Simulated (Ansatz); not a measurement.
Isolated molecules relaxed with PBE0-D4/def2-TZVP in Ansatz; ΔE leaves out vibrations. CCSD(T)/CBS adds triple-zeta CCSD(T) − MP2 to the extrapolated MP2 energy (def2 sets, frozen cores). This one scheme is used for every species. Functionals use def2-TZVPP. For Br outer-core shells are correlated without core-valence functions, which leaves a few kJ/mol of doubt a bond. Scalar relativity is left out up to krypton. One conformer a species, not always the lowest.

Consider the ligand exchange at a B–C bond: `CCB(S)Br` + CH₃OH → `COB(S)Br` + `CC`.

`CCB(S)Br`:

```xyz
11

C    -0.457   -1.318   -0.533
C    -0.277    0.194   -0.421
B     0.825    0.682    0.575
S     0.686    2.095    1.657
Br    2.527   -0.223    0.665
H    -1.215   -1.567   -1.280
H     0.475   -1.806   -0.823
H    -0.772   -1.751    0.419
H     0.016    0.595   -1.402
H    -1.233    0.673   -0.184
H    -0.575    2.426    1.327
```

CH₃OH:

```xyz
6

C    -0.067    0.008   -0.350
O     0.036   -0.553    0.939
H    -0.412   -0.783   -1.016
H     0.896    0.373   -0.725
H    -0.794    0.829   -0.391
H     0.341    0.126    1.543
```

`COB(S)Br`:

```xyz
9

C     0.211   -0.619    1.314
O    -0.579    0.368    0.673
B    -0.451    0.645   -0.630
S     0.746   -0.225   -1.675
Br   -1.599    2.018   -1.349
H     0.044   -1.601    0.864
H    -0.088   -0.646    2.361
H     1.273   -0.368    1.247
H     0.442    0.429   -2.804
```

`CC`:

Cartesian coordinates in Å:
```
C 0.465 -0.051 0.598
C -0.465 0.051 -0.598
H 1.078 -0.955 0.550
H 1.144 0.803 0.650
H -0.094 -0.083 1.536
H -1.078 0.955 -0.550
H -1.144 -0.803 -0.650
H 0.094 0.083 -1.536
```

```
   species  PBE-D4 energy (Eh)
`CCB(S)Br`         -3076.44330
     CH₃OH          -115.63347
`COB(S)Br`         -3112.38645
      `CC`           -79.73541
```

Work out ΔE.

ΔE = (-3112.38645) + (-79.73541) − (-3076.44330) − (-115.63347) = -0.04509 Eh = -118.4 kJ/mol. CCSD(T)/CBS gives -119.7 kJ/mol.

Largest T1 diagnostic among the species: 0.011.

In def2-TZVPP, CCSD(T) changes the Hartree–Fock value by +12.1 kJ/mol (the triples alone add +0.7 kJ/mol) and MP2 by +12.2 kJ/mol. At CCSD(T), def2-SVP lies −18.6 kJ/mol from the extrapolated value and def2-TZVPP −2.8 kJ/mol.
